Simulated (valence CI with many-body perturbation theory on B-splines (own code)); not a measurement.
# Which ion has this spectrum?

A relativistic CI+MBPT calculation for an atom or ion with 5 electrons gives these levels (× 10³ cm⁻¹):

```tsv
J	Parity	E	g
1/2	odd	0.00	0.63
1/2	even	1761.0	2.08
3/2	odd	6567.0	1.31
3/2	even	7798.6	1.63
5/2	even	8099.9	1.32
1/2	even	8592.5	1.26
3/2	even	8606.5	0.97
3/2	odd	10452	1.33
5/2	even	14510	1.42
1/2	even	15257	1.91
3/2	even	15264	1.18
3/2	odd	16687	1.44
5/2	odd	16864	1.17
1/2	odd	17254	0.63
```

The energies are calculated, and their last digits are not significant.

Q: Which is it?
A. Gd59+
B. Tb60+
C. Er63+
D. Sm57+

A: B. Tb60+, ground level (2s^2 2p1/2) J=1/2.
